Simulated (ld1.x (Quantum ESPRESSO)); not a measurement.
**lutetium (Lu): variants of one PAW potential**

Base potential:

| Quantity | Value |
| --- | --- |
| Element | lutetium (Lu) |
| Generator | ld1.x (Quantum ESPRESSO) 7.5 |
| Type | PAW |
| Functional | PBE |
| Relativity | scalar-relativistic |
| Frozen core | [Kr] 4d10 5s2 |
| Valence charge | 23 |
| Reference configuration | 4f14 5p6 5d1 6s2 6p0 |
| Partial waves | 6s (bound): rcut 2.55, rcutus 3.40 bohr; 6s channel at 0.3 Ry: rcut 2.55, rcutus 3.40 bohr; 5p (bound): rcut 2.30, rcutus 2.50 bohr; 6p (bound, empty): rcut 2.30, rcutus 2.50 bohr; 5d (bound): rcut 2.10, rcutus 2.85 bohr; 5d channel at 0.75 Ry: rcut 2.10, rcutus 2.85 bohr; 4f (bound): rcut 1.00, rcutus 1.30 bohr; 4f channel at 2.8 Ry: rcut 1.00, rcutus 1.30 bohr |
| Local potential | all-electron potential smoothed inside 2.00 bohr (lloc = -1) |
| Core correction | a·sin(br)/r model core inside 1.10 bohr |
| Augmentation charge | PSQ, inside the norm-conserving radii |

Cutoffs, loose and tight: the cutoffs (Ry, on a coarse ladder) from which the occupation-weighted sum of valence levels, in a spherical-Bessel basis at the reference potential, stays within 10 and 1 mRy of its value at 400 Ry. They do not see the model core or the augmentation charge, which bear on the density cutoff. Test errors are all-electron minus pseudo excitation energies from the reference, over the configurations 4f14 5p6 5d1 6s1 6p0; 4f14 5p6 5d1 6s0 6p0; 4f14 5p6 5d0 6s0 6p0; 4f14 5p6 5d1 6s1.5 6p0; 4f14 5p6 5d0 6s2 6p0; 4f14 5p6 5d0 6s2 6p1; 4f14 5p5 5d1 6s2 6p0. A dash means not determined; rows that change the core or the reference have their own tests.

A true bound ghost makes a file unfit for plane-wave use even where its test errors are small: the radial tests pick states by their node count and pass the ghost by.

Cutoffs are not given where the Bessel-basis levels miss the radial ones by over 6 mRy, ghosts where they miss by over 20 mRy; a channel whose overlap is not positive is not tested.

A file whose overlap is not positive is unfit for use, and its test errors describe a broken file.

```tsv
change	outcome	bound ghosts	largest test error (meV)
base	generated, overlap not positive	s (p not tested, overlap not positive)	-251
core correction a·sin(br)/r model core, default radius (ld1.x builds one for every PAW set, though the input has nlcc=.false.)	generated, overlap not positive	s (p not tested, overlap not positive)	-281
core correction a·sin(br)/r model core inside 0.50 bohr	generated, overlap not positive	s (p not tested, overlap not positive)	-251
core correction a·sin(br)/r model core inside 0.66 bohr	generated, overlap not positive	s (p not tested, overlap not positive)	-251
core correction a·sin(br)/r model core inside 0.80 bohr	generated, overlap not positive	s (p not tested, overlap not positive)	-251
core correction a·sin(br)/r model core inside 0.94 bohr	generated, overlap not positive	s (p not tested, overlap not positive)	-251
core correction a·sin(br)/r model core inside 1.04 bohr	generated, overlap not positive	s (p not tested, overlap not positive)	-251
core correction a·sin(br)/r model core inside 1.20 bohr	generated, overlap not positive	s (p not tested, overlap not positive)	-251
core correction a·sin(br)/r model core inside 1.32 bohr	generated, overlap not positive	s (p not tested, overlap not positive)	-252
core correction a·sin(br)/r model core inside 1.46 bohr	generated, overlap not positive	s (p not tested, overlap not positive)	-254
core correction a·sin(br)/r model core inside 1.54 bohr	generated, overlap not positive	s (p not tested, overlap not positive)	-256
```
